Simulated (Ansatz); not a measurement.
```yaml
crystal:
  periodic: [false, false, false]
  atoms:
    - {symbol: B, position_ang: [2.154703, -0.623586, 1.668467]}
    - {symbol: B, position_ang: [-1.911160, 1.249694, -1.188697]}
    - {symbol: B, position_ang: [0.125213, -2.531470, -0.954285]}
    - {symbol: B, position_ang: [-0.663963, 2.513162, 0.465366]}
    - {symbol: B, position_ang: [-1.560976, -1.059440, -1.847226]}
    - {symbol: B, position_ang: [1.182192, 1.675880, 1.768326]}
    - {symbol: B, position_ang: [1.816452, -1.970317, 0.797141]}
    - {symbol: N, position_ang: [1.971326, 0.593191, 2.018441]}
    - {symbol: N, position_ang: [-0.877996, -2.213360, -1.719615]}
    - {symbol: N, position_ang: [0.324411, 2.573437, 1.378468]}
    - {symbol: N, position_ang: [-1.586121, 2.307103, -0.450129]}
    - {symbol: N, position_ang: [-2.133494, 0.125000, -1.863122]}
    - {symbol: N, position_ang: [1.159393, -2.639294, -0.073156]}
basis:
  gaussian: {orbitals: "6-31G*", fitting: {mean_field: cc-pVTZ-jkfit}, point_charges: [{charge: 2.00, position_ang: [6.404, 0.055, 0.948]}]}
magnetization: {spin_polarized: true, initial_magnetization: 1}
hamiltonian: {xc: {name: wB97M-V}}
```

```sh
$ ansatz run in.yaml --threads 6 --pin off --events-out ev --progress --plain --max-ram 7833MiB
```

Output, abridged:

```
Functional definition: wB97M-V
1027 factors; integrals over basis functions are off by at most 2.2e-1 eV
1027 factors; integrals over basis functions are off by at most 5.2e-7 eV
mean field evaluation 1: about -13658.8500 eV, gradient 6.7e1 eV
mean field evaluation 2: about -13659.3106 eV, gradient 6.7e1 eV
mean field evaluation 4: about -13676.6611 eV, gradient 3.0e0 eV
mean field evaluation 8: about -13676.7135 eV, gradient 1.5e-1 eV
mean field evaluation 16: about -13676.7156 eV, gradient 1.9e-2 eV
mean field evaluation 32: about -13676.7158 eV, gradient 6.1e-5 eV
mean field -13676.71584986 eV, -502.6100370715 hartree, gradient 8.2e-6 eV, S^2 0.752647; 2 other end points of the search recorded, 0 dependent functions left out
reference -13676.71589587 eV, -502.6100387624 hartree; 39, 38 occupied and 156, 157 virtual orbitals, 1027 factors
Total energy: -13676.71589587 eV, -502.6100387624 hartree
```

Hardware: 6 threads of Intel Xeon on a shared host. Wall time 45 s, peak host memory 1.5 GiB.

The 6-31G sets use Cartesian d functions.
